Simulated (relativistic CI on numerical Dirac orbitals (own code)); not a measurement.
# What each ingredient does to the levels of B³⁺

Base calculation: Dirac-Coulomb-Breit CI, separate exchange-only KLI orbitals for each configuration, QED by a radiative potential, valence Slater integrals scaled by 0.85, P86 correlation energy added to each configuration.

CI space: 1s2, 1s 2s, 1s 2p, 1s 3s, 1s 3p, 1s 3d, 1s 4s, 1s 4p, 1s 4d, 1s 4f, 1s 5s, 1s 5p, 1s 5d, 1s 5f, 1s 5g, 1s 6s, 1s 6p, 1s 6d. Levels of other configurations are missing.

The lowest level and the first level of each name with at least 55 % of one term (blank where a level has no safe partner in the second run):

```
      Level  Base (cm⁻¹)  Shift (cm⁻¹)
   1s2 1S_0            0             0
 1s 2s 3S_1      1596769          +879
 1s 2s 1S_0      1625820         -2630
1s 2p 3P°_1      1633164          +605
1s 2p 3P°_0      1633183          +605
1s 2p 3P°_2      1633214          +604
1s 2p 1P°_1      1653134         -1811
 1s 3s 3S_1      1877967          +231
 1s 3s 1S_0      1886105          -697
1s 3p 3P°_1      1887335          +181
1s 3p 3P°_0      1887341          +181
1s 3p 3P°_2      1887349          +181
 1s 3d 3D_2      1890057            +5
 1s 3d 3D_1      1890058            +5
 1s 3d 3D_3      1890061            +5
 1s 3d 1D_2      1890226           -15
1s 3p 1P°_1      1893608          -543
 1s 4s 3S_1      1971596           +96
 1s 4s 1S_0      1975099          -289
1s 4p 3P°_1      1975372           +78
1s 4p 3P°_0      1975375           +78
1s 4p 3P°_2      1975378           +78
```

Correlation outside the listed configurations is missing or only estimated: errors of thousands of cm⁻¹ between configurations and terms are usual at this charge. Rates and lifetimes follow the computed energies and can be off by large factors. The fine structure of a lone outer electron comes out too small, for d and f at times inverted, and misplaced configurations move strength between like terms. 6 of the 6 excited levels that our extract of the measured tables holds in this range could be paired (the sources list more); they are missed by 4073 cm⁻¹ on average and 4736 at most, and levels without a partner can miss by more.

Problem. One thing was changed in a second run, which moved the levels as shown. Which?
A. one mean potential for all configurations
B. non-relativistic limit
C. configuration mixing switched off
D. QED terms removed
E. Breit term removed
F. valence Slater integrals scaled by 0.75
G. self-excluded LDA correlation estimate

Solution. F. Valence Slater integrals scaled by 0.75. Scaling acts on the splittings between terms and on the mixing, and leaves the fine structure of pure LS terms nearly alone; in jj coupling it moves the levels of one term differently.
